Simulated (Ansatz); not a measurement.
Input file for `C[NH][Ga]([NH]C)[NH]C`:

```yaml
crystal:
  periodic: [false, false, false]
  atoms:
    - {symbol: C, position_ang: [-1.883891, 1.993297, -0.965020]}
    - {symbol: N, position_ang: [-0.969913, 0.911953, -1.240743]}
    - {symbol: Ga, position_ang: [-0.064413, -0.062629, 0.001368]}
    - {symbol: N, position_ang: [1.180573, -1.279162, -0.530264]}
    - {symbol: C, position_ang: [1.558413, -1.562063, -1.893305]}
    - {symbol: N, position_ang: [-0.293054, 0.287232, 1.772788]}
    - {symbol: C, position_ang: [0.448259, -0.311753, 2.855543]}
    - {symbol: H, position_ang: [-1.716669, 2.375010, 0.045652]}
    - {symbol: H, position_ang: [-1.732856, 2.840106, -1.645839]}
    - {symbol: H, position_ang: [-2.941960, 1.702685, -1.029816]}
    - {symbol: H, position_ang: [-1.011749, 0.585670, -2.191404]}
    - {symbol: H, position_ang: [1.520292, -1.959563, 0.128229]}
    - {symbol: H, position_ang: [1.255798, -0.737022, -2.543581]}
    - {symbol: H, position_ang: [2.645196, -1.662338, -2.004051]}
    - {symbol: H, position_ang: [1.100089, -2.476168, -2.296429]}
    - {symbol: H, position_ang: [-1.111349, 0.787101, 2.076922]}
    - {symbol: H, position_ang: [1.377888, -0.744843, 2.476921]}
    - {symbol: H, position_ang: [-0.096667, -1.115616, 3.370353]}
    - {symbol: H, position_ang: [0.736011, 0.428101, 3.612664]}
basis:
  gaussian: {orbitals: def2-SVP}
correlation: {method: ccsd_t}
```

```sh
$ ansatz run in.yaml --threads 2 --pin off --events-out ev --progress --plain --max-ram 32768MiB --backend cuda --devices 0, --max-vram 18GiB
```

Log, shortened:

```
Functional definition: HF
1807 factors; integrals over basis functions are off by at most 1.4e-3 eV
mean field evaluation 1: about -60043.4560 eV, gradient 4.8e1 eV
mean field evaluation 2: about -60043.4626 eV, gradient 4.8e1 eV
mean field evaluation 4: about -60048.8570 eV, gradient 4.8e0 eV
mean field evaluation 8: about -60048.9201 eV, gradient 2.2e-4 eV
mean field -60048.92008222 eV, -2206.7571104017 hartree, gradient 1.2e-6 eV, S^2 0.000000; 0 other end points of the search recorded, 0 dependent functions left out
15 core orbitals not correlated: weight in the atoms' cores, before any rotation towards them, 1.000 or more for the frozen orbitals, at most 0.000 for the correlated occupied ones
reference -60048.92008222 eV, -2206.7571104017 hartree; 26, 26 occupied and 135, 135 virtual orbitals, 1807 factors
second order -31.45913078 eV of doubles, -0.00000000 eV of singles
cycle   1  -32.06651366 eV  change   -6.1e-1 eV  update   1.3e-1
cycle   2  -32.95157964 eV  change   -8.9e-1 eV  update   3.8e-2
cycle   3  -33.14522988 eV  change   -1.9e-1 eV  update   2.0e-2
cycle   4  -33.13638341 eV  change    8.8e-3 eV  update   4.9e-3
cycle   5  -33.13535529 eV  change    1.0e-3 eV  update   2.1e-3
cycle   6  -33.13466584 eV  change    6.9e-4 eV  update   5.9e-4
cycle   7  -33.13432193 eV  change    3.4e-4 eV  update   2.0e-4
cycle   8  -33.13426355 eV  change    5.8e-5 eV  update   5.8e-5
cycle   9  -33.13425445 eV  change    9.1e-6 eV  update   2.0e-5
perturbative correction -0.98296699 eV, -0.0361233706 hartree
Total energy: -60083.03730366 eV, -2208.0108951642 hartree
```

Run time 12 s (2 threads of an AMD EPYC 7R13 on a shared host and a share of an NVIDIA H100 80 GB); peak host memory 0.93 GiB.

The correlation energy is -34.117 eV, 2.9 % of it from (T); the T1 diagnostic reads 0.0119.
